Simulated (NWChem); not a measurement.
Molecule: SnHCl, singlet; SMILES [SnH][Cl]

Program: NWChem. Low-valent species are run as closed-shell singlets; no triplet was tried in these runs. Geometry: optimised at PBE0/def2-SVP. def2 effective core potentials on Sn; no spin-orbit coupling. Vertical excitations in the gas phase; the lowest state need not have the same character in each row.

For level PBE0/def2-SVP, TDA:

| Property | Result |
|---|---|
| orbital gap (eV) | 3.91 |

Task: What are these values for level B3LYP/def2-SVP, TDA?

Result: 
| Item | Value |
|---|---|
| orbital gap (eV) | 3.50 |
